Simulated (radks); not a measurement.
Coherent X-ray form factor from a spherical all-electron density. All-electron calculation, Dirac Kohn-Sham, BLYP, spin-unpolarised, spherical densities, finite nucleus; Fermi nuclear charge, rms radius of each element as measured or else 0.836 A^(1/3) + 0.57 fm. Program: a radial shooting solver on a logarithmic mesh with Libxc functionals.

sin(theta)/lambda (1/angstrom),f0 (electrons)
0.05,42.927
0.1,42.708
0.15,42.347
0.2,41.850
0.25,41.226
0.3,40.484
0.4,38.699
0.5,36.601
0.6,34.308
0.8,29.583
1,25.254
1.25,20.957
1.5,17.918
2,14.091

The species is in the configuration that NIST lists as its ground one. Which atom or ion scatters so?

Answer. The tungsten ion W31+, [Kr] 4d7. Extrapolating in s^2 from the first two rows gives f0(0) = 43.0, near the electron count 43; among species with that count, the fall with angle is slower the higher Z, and the table is that of Z = 74; from so few rows the species is fixed only to a neighbour or two.
